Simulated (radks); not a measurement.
All-electron atom: Ho15+ in [Kr] 4d10 4f4 5s2. All-electron calculation, Dirac Kohn-Sham, exchange-only PBE, spin-unpolarised, spherical densities, finite nucleus; open shells fill j = l - 1/2 first; Fermi nuclear charge, rms radius 5.2022 fm. Program: a radial shooting solver on a logarithmic mesh with Libxc functionals.

Spin-orbit splittings of the eigenvalues, e(l+1/2) - e(l-1/2), with zeta = 2 splitting/(2l+1) and mean radii in bohr:

shell  occ.  splitting (eV)  zeta (eV)  <r> j=l-1/2  <r> j=l+1/2
2p        6           856.7      571.2      0.07291      0.08008
3p        6           179.1      119.4       0.2191       0.2325
3d       10           39.08      15.63       0.2053       0.2095
4p        6               ?          ?       0.5149       0.5421
4d       10           8.224      3.290       0.5574       0.5659
4f        4           1.607     0.4591       0.5920       0.5959
5p        0           11.47      7.646        1.075        1.119

Estimate the 4p splitting.

Answer. 42.86 eV (zeta = 28.57 eV).
